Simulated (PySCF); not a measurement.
C2H11O2PSi3.
Cartesian coordinates in Å at the PBE0-D3(BJ)/def2-SVP level; atoms count from 1:
```
atom  x, y, z in Å
C1     3.687    0.029    1.242
O2     2.803   -0.008    0.127
C3     1.512    0.195    0.389
O4     1.086    0.410    1.499
Si5    0.367    0.066   -1.157
P6    -1.358    1.420   -0.673
Si7   -2.877    0.325   -1.938
Si8   -1.959    0.424    1.282
H9     4.689   -0.164    0.845
H10    3.650    1.013    1.732
H11    3.413   -0.738    1.981
H12    1.084    0.508   -2.386
H13   -0.010   -1.377   -1.294
H14   -3.045   -1.104   -1.526
H15   -2.424    0.362   -3.363
H16   -4.188    1.028   -1.815
H17   -1.501   -0.995    1.363
H18   -3.458    0.422    1.263
H19   -1.501    1.223    2.449
```

Level: PBE0/pcSseg-1 in PySCF, non-relativistic, on one gas-phase PBE0-D3(BJ)/def2-SVP geometry that isn't relaxed in the solvent. The solvent is an IEF-PCM continuum (van der Waals radii × 1.2). Specific hydrogen bonds and non-electrostatic terms are outside this model.

```tsv
run	E − E(gas) (kcal/mol)	HOMO (eV)	HOMO–LUMO gap (eV)	dipole (D)
gas	0.00	-7.37	6.53	2.23
P	-4.22	-7.45	6.66	2.85
Q	-1.63	-7.38	6.58	2.44
```

**Question.** The runs were made in cyclohexane and water. Which run belongs to which solvent?

**Answer.** P = water, Q = cyclohexane. The dielectric constants are 2.017 (cyclohexane), 78.36 (water), and the energy falls further as ε rises. In this model the ground state sees the solvent through ε alone.

**Question.** How constant is the ratio of the lowering to (ε − 1)/(2ε + 1)?

**Answer.** 
```csv
solvent,(ε − 1)/(2ε + 1),E − E(gas) (kcal/mol),ratio (kcal/mol),polarisation term (kcal/mol)
cyclohexane,0.202,-1.63,-8.0,-1.71
water,0.490,-4.22,-8.6,-4.86
```

The ratio changes by +6.8 % in size from cyclohexane to water. The polarisation term is half the interaction of the solute with the induced surface charges.

On an Arm Neoverse V2 with one thread, no GPU, shared host with 96 logical CPUs at a one-minute load of 19, this took 33 s of wall time and 1.3 GiB of memory at its peak. This is the whole shielding run at PBE0/pcSseg-1 in water, SCF included.
